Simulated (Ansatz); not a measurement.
Input for Ansatz (an electronic-structure program): R-B3LYP/def2-TZVPPD on H4SSe (a complex), monomers drawn apart or pushed together. Files ending in .json are basis or fitting sets from the Basis Set Exchange.

Ansatz 0.2 input:
```yaml
crystal:
  periodic: [false, false, false]
  atoms:
    - {symbol: S, position_ang: [-0.23344105, -0.23086733, -0.08260392]}
    - {symbol: H, position_ang: [0.58208655, 0.81659205, 0.11794158]}
    - {symbol: H, position_ang: [-1.30168883, 0.43315143, 0.38675016]}
    - {symbol: Se, position_ang: [0.24746376, 0.20514599, 4.10416386]}
    - {symbol: H, position_ang: [0.46451720, -0.02471245, 5.54291969]}
    - {symbol: H, position_ang: [0.45795972, -1.21412070, 3.79560512]}
basis:
  gaussian:
    orbitals: def2-TZVPPD.json
hamiltonian:
  xc: {name: B3LYP}
scf: {lower_state_search: off}
```

The log:

```
WARN ansatz: RAYON_NUM_THREADS=1 ignored (pool sized by the plan → 1); use --threads N
Functional definition: B3LYP
these checks for a lower state are left out or cut short: stability, starts, cluster_reference, orbital_swaps, neighbouring_geometries, increment
integrals: 0.09 GiB planned
1024 factors; their error is unknown
mean field: 0.74 GiB planned
mean field evaluation 1: about -76251.2563 eV, gradient 1.7e1 eV
mean field evaluation 2: about -76251.5110 eV, gradient 1.5e1 eV
mean field evaluation 4: about -76252.0312 eV, gradient 4.3e-1 eV
mean field evaluation 8: about -76252.2799 eV, gradient 3.1e-2 eV
mean field evaluation 16: about -76252.2799 eV, gradient 2.2e-6 eV
mean field -76252.27991562 eV, -2802.2196012472 hartree, gradient 2.2e-6 eV, S^2 0.000000; 0 other end points of the search recorded, 0 dependent functions left out
reference -76252.28022452 eV, -2802.2196125993 hartree; 27, 27 occupied and 149, 149 virtual orbitals, 1024 factors
Total energy: -76252.28022452 eV, -2802.2196125993 hartree
Checks for a lower state left out: stability, starts, cluster_reference, orbital_swaps, neighbouring_geometries, increment
```

The calculation finished and met its thresholds.

Cost: roughly 2.5 core-seconds.
